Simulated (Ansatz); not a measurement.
Reaction (ligand exchange at the Si–N bond): `O[SiH](O)N[SiH3]` + `COB(O)O` → `COB(O)O[SiH3]` + `N[SiH](O)O`

Gas-phase electronic energies from Ansatz, PBE0-D4/def2-TZVP geometries. CCSD(T)/CBS adds triple-zeta CCSD(T) − MP2 to the extrapolated MP2 energy (def2 sets, frozen cores). This one scheme is used for every species. DFT in def2-TZVPP. B3LYP here is the variant with VWN-RPA as its local correlation; programs differ in this. Each species was taken in one conformer, which may not be the lowest.

```csv
level,ΔE (kJ/mol),difference from CCSD(T)/CBS
PBE-D4,-15.0,4.1
r2SCAN-D4,-19.2,-0.1
PBE0-D4,-15.0,4.1
B3LYP-D4,-19.6,-0.5
ωB97X-V,-18.1,1.0
ωB97M-V,-17.6,1.5
B2PLYP,-20.9,-1.8
PBE,-16.5,2.6
r2SCAN,-19.5,-0.4
PBE0,-16.2,2.9
B3LYP,-22.1,-3.0
HF/def2-TZVPP,-24.8,-5.7
MP2/def2-TZVPP,-17.5,1.6
SCS-MP2/def2-TZVPP,-19.4,-0.3
CCSD/def2-TZVPP,-19.0,0.1
CCSD(T)/def2-TZVPP,-18.4,0.7
HF/def2-QZVPP,-26.0,-6.9
MP2/def2-QZVPP,-18.3,0.8
SCS-MP2/def2-QZVPP,-20.1,-1.0
HF/CBS(def2),-26.2,-7.1
MP2/CBS(def2),-18.2,0.9
CCSD/CBS(def2),-19.7,-0.6
CCSD(T)/CBS,-19.1,0
```

Largest T1 diagnostic among the species: 0.012.

In def2-TZVPP, CCSD(T) changes the Hartree–Fock value by +6.4 kJ/mol (the triples alone add +0.6 kJ/mol) and MP2 by +7.3 kJ/mol.

CCSD(T)/CBS has its own doubt, a few kJ/mol and more with outer-core shells, so smaller differences from it don't rank the levels.
